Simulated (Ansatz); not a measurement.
`c1cc[c]([GeH2][c]2ccccc2)cc1`, charge 0, multiplicity 1.

Problem. Give a relaxed structure at PBE0-D4/def2-TZVP (Ansatz). (An estimate is asked.)

Solution. Computed: 
```xyz
25

C     1.637    2.217    2.878
C     0.347    1.747    3.075
C    -0.452    1.435    1.985
C     0.024    1.587    0.684
Ge   -1.078    1.092   -0.842
C    -0.820   -0.782   -1.306
C     0.182   -1.163   -2.196
C     0.396   -2.500   -2.495
C    -0.393   -3.477   -1.905
C    -1.395   -3.112   -1.019
C    -1.606   -1.774   -0.724
C     1.321    2.063    0.501
C     2.123    2.376    1.588
H     2.262    2.463    3.729
H    -0.038    1.624    4.081
H    -1.461    1.073    2.156
H    -0.674    1.962   -2.048
H    -2.559    1.313   -0.479
H     0.804   -0.409   -2.669
H     1.179   -2.781   -3.191
H    -0.228   -4.523   -2.139
H    -2.017   -3.872   -0.559
H    -2.398   -1.503   -0.032
H     1.713    2.198   -0.502
H     3.129    2.747    1.429
```
Point group C2v.
This is one stationary point; other conformers may exist.
